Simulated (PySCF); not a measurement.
## Calculated data, BFH3OSi, BH4O2Si, BH3O2Si, CH6BOSi and others

Calculation on a computer-drawn molecule: optimised geometry and harmonic frequencies of an isolated molecule of the commonest isotopes, restricted reference for singlets and unrestricted otherwise, frozen core in MP2. Program: PySCF 2.14.0.

Common to all runs: basis cc-pV(D+d)Z.

(1) BFH3OSi

Start structure:
```xyz
7
BFH3OSi
O     -1.0572    -0.4995    -0.2146
B      0.1164     0.0368     0.1541
F      0.5890    -0.2461     1.3792
Si     1.1212     1.3139    -1.0483
H     -1.4500    -1.0458     0.4549
H      2.5819     1.3688    -0.8163
H      0.8147     1.1858    -2.4899
```

| Quantity | Value |
| --- | --- |
| charge | 0 |
| multiplicity | 2 |
| method | MP2 |
| rotational constants | 9.62, 3.874, 2.775 GHz |
| total energy | -490.2877 hartree |
| spin squared | 0.7613 |
| convergence status largest gradient component | 1.771e-05 hartree/bohr |

Drawn bonds:
```csv
atom,other atom,order
1,2,1
2,3,1
2,4,1
1,5,1
4,6,1
4,7,1
```

Optimised structure:
```xyz
7
BFH3OSi
O     -1.0698    -0.4978    -0.2404
B      0.1211     0.0279     0.1543
F      0.5903    -0.2502     1.3994
Si     1.1287     1.2800    -1.0534
H     -1.4503    -1.0382     0.4716
H      2.5861     1.3916    -0.8156
H      0.8100     1.2005    -2.4969
```

Modes:
```csv
frequency (cm⁻¹),reduced mass (dalton)
168.8,1.088
200.4,4.264
359.8,3.649
396.7,1.708
515.9,1.744
583.7,1.343
603.6,3.535
637.9,1.684
949.7,1.104
1007,1.676
1266,3.452
1384,11.36
2287,1.03
2310,1.055
3810,1.065
```

(2) BH4O2Si

Start structure:
```xyz
8
BH4O2Si
O     -1.1568     2.7433    -0.8703
B     -0.4808     2.4091     0.2394
O      0.6765     2.8875     0.6060
Si    -1.8251     1.0378     1.0642
H     -0.8035     3.4538    -1.4351
H      1.1820     2.6828     1.4194
H     -1.7110     0.2772     2.2335
H     -2.9998     0.8055     0.3250
```

| Item | Value |
| --- | --- |
| charge | 1 |
| multiplicity | 1 |
| method | HF |
| rotational constants | 9.598, 3.941, 2.794 GHz |
| total energy | -465.4946 hartree |
| convergence status largest gradient component | 7.972e-06 hartree/bohr |

Drawn bonds:
```csv
atom,other atom,order
1,2,1
2,3,1
2,4,1
1,5,1
3,6,1
4,7,1
4,8,1
```

Optimised structure:
```xyz
8
BH4O2Si
O     -1.1190     2.8677    -0.9642
B     -0.5414     2.4576     0.1578
O      0.6266     2.8653     0.6331
Si    -1.8007     1.0470     1.0511
H     -0.6447     3.5181    -1.4751
H      0.9750     2.5239     1.4434
H     -1.5301     0.3213     2.2995
H     -3.0843     0.6961     0.4365
```

Modes:
```csv
frequency (cm⁻¹),reduced mass (dalton)
23.92,1.06
199.8,3.142
364.8,5.937
397.3,2.215
511.8,1.124
569.7,3.097
578.1,1.396
683.4,1.266
741.5,1.522
1011,1.171
1031,1.188
1080,1.485
1310,3.879
1611,9.653
2394,1.032
2431,1.055
4057,1.066
4168,1.069
```

(3) BH3O2Si

Start structure:
```xyz
7
BH3O2Si
O     -0.8320    -0.6033    -0.8748
B      0.3472    -1.0878    -1.4807
O      1.1679    -0.0993    -1.8781
Si     0.8564    -2.8652    -2.1197
H     -1.3563    -1.3706    -0.6214
H      0.8663     0.8404    -1.6590
H      1.6077    -3.6131    -1.1071
```

| Property | Result |
| --- | --- |
| charge | 0 |
| multiplicity | 1 |
| method | HF |
| rotational constants | 10.11, 3.903, 2.887 GHz |
| total energy | -465.1386 hartree |
| convergence status largest gradient component | 2.519e-05 hartree/bohr |

Drawn bonds:
```csv
atom,other atom,order
1,2,1
2,3,1
2,4,1
1,5,1
3,6,1
4,7,1
```

Optimised structure:
```xyz
7
BH3O2Si
O     -0.7881    -0.6879    -0.8349
B      0.3058    -1.0764    -1.5529
O      1.1925    -0.1077    -1.9037
Si     0.8063    -2.9636    -2.2583
H     -1.3849    -1.3809    -0.6038
H      0.9458     0.7507    -1.5820
H      1.5798    -3.3331    -1.0053
```

Modes:
```csv
frequency (cm⁻¹),reduced mass (dalton)
166.2,1.287
187.8,3.596
360.9,4.386
383.4,2.175
521,1.107
593.8,3.75
627.3,1.272
796,1.664
1056,1.59
1099,1.311
1353,3.264
1407,8.03
2133,1.042
4102,1.065
4194,1.067
```

(4) CH6BOSi

Start structure:
```xyz
10
CH6BOSi
O      1.7553    -1.5551    -0.6508
B      1.4086    -0.3173    -0.1938
C      0.0232     0.3652    -0.5033
Si     0.1292     1.3658    -2.0816
H      1.1554    -2.0693    -1.1519
H      2.2712     0.2544     0.3854
H     -0.7873    -0.3760    -0.6157
H     -0.2682     1.0005     0.3601
H      0.5783     0.5957    -3.2055
H     -1.0831     2.1272    -2.3347
```

| Property | Result |
| --- | --- |
| charge | 0 |
| multiplicity | 2 |
| method | HF |
| rotational constants | 16.25, 2.64, 2.493 GHz |
| total energy | -429.8709 hartree |
| spin squared | 0.7537 |
| convergence status largest gradient component | 3.202e-05 hartree/bohr |

Drawn bonds:
```csv
atom,other atom,order
1,2,1
2,3,1
3,4,1
1,5,1
2,6,1
3,7,1
3,8,1
4,9,1
4,10,1
```

Optimised structure:
```xyz
10
CH6BOSi
O      1.7697    -1.6175    -0.5358
B      1.4480    -0.3484    -0.1990
C      0.0651     0.3243    -0.5499
Si     0.1439     1.4626    -2.0659
H      1.0860    -2.0886    -0.9882
H      2.3057     0.2654     0.3778
H     -0.7283    -0.4107    -0.7406
H     -0.2605     0.9567     0.2833
H      0.5088     0.7026    -3.2891
H     -1.1558     2.1447    -2.2844
```

Modes:
```csv
frequency (cm⁻¹),reduced mass (dalton)
62.92,3.186
135.6,1.096
217.9,2.47
411,2.203
586.3,1.141
625.7,2.064
652.7,1.248
757.3,1.54
850.2,1.519
931.4,1.54
997.6,1.478
1012,1.272
1047,1.062
1160,1.278
1174,1.558
1268,1.499
1437,3.215
1531,1.215
2279,1.032
2291,1.051
2696,1.094
3147,1.063
3210,1.098
4156,1.066
```

(5) BH5NOSi

Start structure:
```xyz
9
BH5NOSi
O     -1.2730    -1.1420     1.4213
B     -1.0112     0.1303     1.9655
N      0.3267     0.5017     2.2092
Si     1.8217    -0.2501     1.8969
H     -0.4799    -1.6780     1.2645
H     -1.9296     0.8224     2.2253
H      0.4319     1.4301     2.6705
H      1.9074    -0.5856     0.3956
H      2.9317     0.6199     2.3710
```

| Property | Result |
| --- | --- |
| charge | 0 |
| multiplicity | 2 |
| method | HF |
| rotational constants | 15.25, 3.397, 2.811 GHz |
| total energy | -445.9277 hartree |
| spin squared | 0.7537 |
| convergence status largest gradient component | 2.092e-05 hartree/bohr |

Drawn bonds:
```csv
atom,other atom,order
1,2,1
2,3,1
3,4,1
1,5,1
2,6,1
3,7,1
4,8,1
4,9,1
```

Optimised structure:
```xyz
9
BH5NOSi
O     -1.2037    -0.9730     1.1644
B     -0.9637     0.1008     1.9595
N      0.3398     0.5332     2.3579
Si     1.9140    -0.1506     2.0916
H     -0.4379    -1.4295     0.8515
H     -1.9231     0.7137     2.3384
H      0.3235     1.3437     2.9497
H      1.7964    -1.1851     1.0331
H      2.8806     0.8955     1.6738
```

Modes:
```csv
frequency (cm⁻¹),reduced mass (dalton)
104.7,1.137
189.6,2.18
200.1,4.116
545,1.891
593.8,1.301
624.5,1.349
718.5,2.541
817.8,1.696
851.9,1.186
995.8,1.058
996.2,1.483
1077,2.205
1135,1.173
1228,1.395
1443,1.79
1468,3.992
2271,1.029
2286,1.055
2717,1.096
3794,1.075
4169,1.066
```

(6) CH5AlBO

Start structure:
```xyz
9
CH5AlBO
O     -0.9141     1.2516     0.6848
B     -1.7466     1.0465    -0.2158
C     -1.3561     0.0786    -1.4371
Al    -0.4749     0.8427    -3.0963
H     -0.0285     0.8892     0.6966
H     -2.7541     1.6313    -0.0983
H     -2.2898    -0.3811    -1.7952
H     -0.7736    -0.7424    -1.0879
H     -1.2206     1.7062    -4.2172
```

| Property | Result |
| --- | --- |
| charge | 0 |
| multiplicity | 2 |
| method | HF |
| rotational constants | 16.67, 2.624, 2.529 GHz |
| total energy | -382.2749 hartree |
| spin squared | 0.7537 |
| convergence status largest gradient component | 2.015e-05 hartree/bohr |

Drawn bonds:
```csv
atom,other atom,order
1,2,1
2,3,1
3,4,1
1,5,1
2,6,1
3,7,1
3,8,1
4,9,1
```

Optimised structure:
```xyz
9
CH5AlBO
O     -0.8999     1.3121     0.7627
B     -1.6658     1.0802    -0.3348
C     -1.3142     0.0244    -1.4333
Al    -0.5328     0.8355    -3.0728
H     -0.1545     0.7360     0.8416
H     -2.6326     1.7903    -0.4372
H     -2.2381    -0.4265    -1.8246
H     -0.6520    -0.7744    -1.0799
H     -1.4684     1.7451    -3.9883
```

Modes:
```csv
frequency (cm⁻¹),reduced mass (dalton)
85.72,4.715
106.5,1.093
198.1,2.349
409.5,2.396
522.6,1.173
583,2.58
673.8,1.342
762.1,1.535
871.3,1.19
983.4,2.184
1015,1.146
1054,1.734
1154,1.322
1263,1.495
1412,2.987
1521,1.229
1915,1.044
2681,1.093
3135,1.06
3200,1.1
4157,1.066
```

(7) AlBH3O2

Start structure:
```xyz
7
AlBH3O2
O     -1.8611     1.3198    -0.6389
B     -1.8568     0.0010    -0.7666
O     -1.4563    -0.7788     0.2189
Al    -0.9360    -1.5441     1.6028
H     -2.1749     1.8167    -1.3901
H     -2.2745    -0.5422    -1.6724
H      0.6256    -1.8333     1.6390
```

| Item | Value |
| --- | --- |
| charge | 0 |
| multiplicity | 2 |
| method | HF |
| rotational constants | 26.65, 2.966, 2.718 GHz |
| total energy | -418.2124 hartree |
| spin squared | 0.7561 |
| convergence status largest gradient component | 3.997e-05 hartree/bohr |

Drawn bonds:
```csv
atom,other atom,order
1,2,1
2,3,1
3,4,1
1,5,1
2,6,1
4,7,1
```

Optimised structure:
```xyz
7
AlBH3O2
O     -1.8366     1.3037    -0.5956
B     -1.8873    -0.0393    -0.8094
O     -1.3929    -0.8702     0.1219
Al    -0.8607    -1.3440     1.6619
H     -2.2015     1.8068    -1.3060
H     -2.3680    -0.4769    -1.8250
H      0.6130    -1.9411     1.7449
```

Modes:
```csv
frequency (cm⁻¹),reduced mass (dalton)
44.29,7.443
80.18,1.533
151.7,1.703
534.2,6.275
586.7,1.129
650.3,1.238
718.6,4.325
1014,1.645
1064,1.261
1231,1.459
1292,4.03
1509,5.156
1898,1.045
2677,1.092
4188,1.067
```

(8) AlBH3O2

Start structure:
```xyz
7
AlBH3O2
O     -1.8366     1.3037    -0.5956
B     -1.8873    -0.0393    -0.8094
O     -1.3929    -0.8702     0.1219
Al    -0.8607    -1.3440     1.6619
H     -2.2015     1.8068    -1.3060
H     -2.3680    -0.4769    -1.8250
H      0.6130    -1.9411     1.7449
```

| Item | Value |
| --- | --- |
| charge | 0 |
| multiplicity | 2 |
| method | MP2 |
| rotational constants | 20.92, 3.232, 2.842 GHz |
| total energy | -418.7101 hartree |
| spin squared | 0.7562 |
| convergence status largest gradient component | 1.123e-05 hartree/bohr |

Drawn bonds:
```csv
atom,other atom,order
1,2,1
2,3,1
3,4,1
1,5,1
2,6,1
4,7,1
```

Optimised structure:
```xyz
7
AlBH3O2
O     -1.8048     1.2777    -0.5464
B     -1.8761    -0.0636    -0.8516
O     -1.2848    -0.9655    -0.0173
Al    -0.7931    -1.1458     1.6350
H     -2.2575     1.7958    -1.2238
H     -2.4421    -0.4458    -1.8519
H      0.5244    -2.0138     1.8487
```

Modes:
```csv
frequency (cm⁻¹),reduced mass (dalton)
60.28,8.828
114.7,1.318
148,1.866
523.8,4.444
579.4,1.136
619.4,1.318
682.5,4.775
950.8,1.621
1010,1.243
1158,1.421
1216,4.345
1438,4.975
1888,1.045
2640,1.094
3890,1.066
```

(9) BFH3OSi

Start structure:
```xyz
7
BFH3OSi
O      2.1080     0.6755    -0.3302
B      1.7922     0.4881     0.9639
Si     0.0360    -0.4013     1.4782
F     -0.8765    -0.4959     0.1222
H      1.4342     0.4194    -0.9447
H      2.6098     0.8107     1.7806
H     -0.7865     0.2585     2.5174
```

| Item | Value |
| --- | --- |
| charge | 0 |
| multiplicity | 2 |
| method | MP2 |
| rotational constants | 11.14, 3.889, 2.918 GHz |
| total energy | -490.2662 hartree |
| spin squared | 0.765 |
| convergence status largest gradient component | 2.76e-05 hartree/bohr |

Drawn bonds:
```csv
atom,other atom,order
1,2,1
2,3,1
3,4,1
1,5,1
2,6,1
3,7,1
```

Optimised structure:
```xyz
7
BFH3OSi
O      2.0980     0.6688    -0.3356
B      1.8013     0.4940     0.9832
Si     0.0472    -0.3821     1.4789
F     -0.8284    -0.4779     0.0732
H      1.3592     0.3906    -0.9003
H      2.6525     0.8165     1.7742
H     -0.8126     0.2452     2.5139
```

Modes:
```csv
frequency (cm⁻¹),reduced mass (dalton)
68.23,7.171
165.5,2.338
376.5,3.818
458.3,1.346
591.8,3.33
684.1,1.521
783,1.659
851.3,3.097
899.4,1.171
1016,1.135
1211,1.268
1330,7.502
2267,1.043
2671,1.095
3807,1.066
```

(10) BH3O2Si

Start structure:
```xyz
7
BH3O2Si
O     -2.4631    -1.6702     0.7785
B     -2.0057    -0.5090     0.3000
Si    -2.6801     0.3721    -1.2809
O     -3.2734     1.8548    -1.1790
H     -3.3981    -1.8979     0.5871
H     -0.8475    -0.4352     0.6472
H     -3.3633     2.3481    -0.3915
```

| Item | Value |
| --- | --- |
| charge | 0 |
| multiplicity | 1 |
| method | HF |
| rotational constants | 19.27, 2.916, 2.532 GHz |
| total energy | -465.1200 hartree |
| convergence status largest gradient component | 1.743e-05 hartree/bohr |

Drawn bonds:
```csv
atom,other atom,order
1,2,1
2,3,1
3,4,1
1,5,1
2,6,1
4,7,1
```

Optimised structure:
```xyz
7
BH3O2Si
O     -2.2849    -1.7573     0.7269
B     -2.2678    -0.4684     0.3281
Si    -3.6571     0.3309    -1.0658
O     -3.1039     1.8919    -1.1121
H     -2.9670    -2.2845     0.3370
H     -1.3905     0.1989     0.8329
H     -2.3600     2.1513    -0.5856
```

Modes:
```csv
frequency (cm⁻¹),reduced mass (dalton)
46.38,2.744
157.8,4.903
326.8,6.462
527.9,1.325
610.6,3.804
633.2,1.354
871.6,1.122
881.1,6.636
931.6,1.288
1079,1.114
1254,1.343
1382,6.424
2607,1.093
4130,1.067
4140,1.067
```
